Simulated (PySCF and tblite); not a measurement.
Values are calculated unless marked as measured or tabulated.
C₄H₃F₂NS, numbered as in [F:1][CH:2]([F:3])[c:4]1[cH:5][cH:6][s:7][n:8]1.

Free energies: BP86-D3(BJ)/6-311G** (IEF-PCM, acetone) on GFN2-xTB structures plus GFN2-xTB thermal terms, symmetry and mirror images included. Conformers within 2.5 kcal/mol (GFN2-xTB free energy) were kept, 4 at most. (PySCF 2.14, tblite 0.8.)

Torsions listed: F1–C2–C4–N8.

```json
{"conformer": "1", "shape": "59°", "symmetry": "Cs", "E(GFN2) kcal/mol": "2.78"}
{"conformer": "2", "shape": "-122°", "symmetry": "Cs", "E(GFN2) kcal/mol": "0.00"}
```

(1) Which of these conformers is the most populated at 298.15 K, and with what share?

(2) Give the DFT energies and free energies relative to the lowest, and all weights.

(3) How does its share change from 250 K to 350 K?

Answers

(1) Conformer 2, about 90 %.

(2) 
```csv
conformer,shape,E(DFT) kcal/mol,G(298.15 K) kcal/mol,weight %
1,59°,1.86,1.30,10.0
2,-122°,0.00,0.00,90.0
```

(3) From 94 % to 85 %; the mixing entropy goes from 0.44 to 0.84 cal/(mol K).
